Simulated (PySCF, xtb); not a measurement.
W(NH)2(F)(Br) (BrFH2N2W), SMILES [F][W]([Br])(=[NH])=[NH], multiplicity 1.

GFN2-xTB in xtb at its own geometry gives an orbital gap of 2.00 eV and a dipole moment of 3.00 D.

The structure is a stationary point at B3LYP-D3(BJ)/def2-SVP. The spin state was assumed, not searched. The structure was generated by enumeration; whether it is a known compound was not checked. The def2 effective core potentials stand for the cores of W; spin–orbit coupling is left out.

Q: What does PBE/def2-TZVP (PySCF) give? (Estimate from the structure and the level; the computed values follow.)

A: gap 3.88 eV (levels -6.80 and -2.93 eV), dipole 2.52 D.
